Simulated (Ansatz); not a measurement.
```xyz
15

C    -0.404   -1.212    1.824
C     0.580   -0.705    0.815
O     1.432   -1.395    0.316
C     0.414    0.751    0.399
C    -0.546    0.773   -0.783
C     0.080    0.621   -2.136
O    -1.734    0.865   -0.610
H    -0.219   -0.725    2.786
H    -0.313   -2.291    1.936
H    -1.419   -0.937    1.522
H     1.393    1.137    0.114
H    -0.025    1.340    1.205
H     0.780   -0.219   -2.128
H     0.666    1.516   -2.365
H    -0.686    0.480   -2.896
```

Total charge 0; spin multiplicity 1.

Task: List the ωB97M-V/def2-TZVPP orbital energies in eV (Ansatz 0.2.0). (Estimate.)

Result: Computed: Occupied: -526.12, -526.12, -284.37, -284.37, -282.00, -281.68, -281.67, -32.47, -32.31, -25.23, -24.00, -22.87, -18.58, -17.66, -16.34, -16.30, -15.97, -15.00, -14.88, -14.77, -13.97, -13.60, -13.08, -12.94, -12.74, -10.18, -9.77. Lowest empty: 0.99, 2.39, 2.46, 3.13, 4.21, 4.25, 4.51, 4.52.
